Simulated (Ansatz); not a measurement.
`C[O][Ti]([F])([Cl])[SeH]` + H₂S → `C[O][Ti]([F])([SH])[Cl]` + H₂Se  (ligand exchange at a Ti–Se bond)

Calculated with Ansatz (gas phase, PBE0-D4/def2-TZVP geometries, no zero-point term in ΔE). CBS: MP2 limit from def2 TZ/QZ plus the TZ coupled-cluster correction, frozen cores. This one scheme is used for every species. DFT in def2-TZVPP. B3LYP here is the variant with VWN-RPA as its local correlation; programs differ in this. For Se, Ti outer-core shells are correlated without core-valence functions, which leaves a few kJ/mol of doubt a bond. Scalar relativity is left out up to krypton. One conformer a species, not always the lowest.

```csv
level,ΔE (kJ/mol),difference from CCSD(T)/CBS
B3LYP-D4,7.5,-2.9
PBE0,6.9,-3.5
B3LYP,6.5,-3.9
SCS-MP2/def2-TZVPP,11.2,0.8
CCSD/def2-TZVPP,8.6,-1.8
CCSD(T)/def2-TZVPP,9.4,-1.0
HF/def2-QZVPP,6.1,-4.3
SCS-MP2/def2-QZVPP,11.3,0.9
HF/CBS(def2),6.1,-4.3
CCSD/CBS(def2),9.6,-0.8
CCSD(T)/CBS,10.4,0
```

Largest T1 diagnostic among the species: 0.024, so the coupled-cluster value is less sure than usual.

In def2-TZVPP, CCSD(T) changes the Hartree–Fock value by +3.4 kJ/mol (the triples alone add +0.8 kJ/mol) and MP2 by +6.8 kJ/mol.
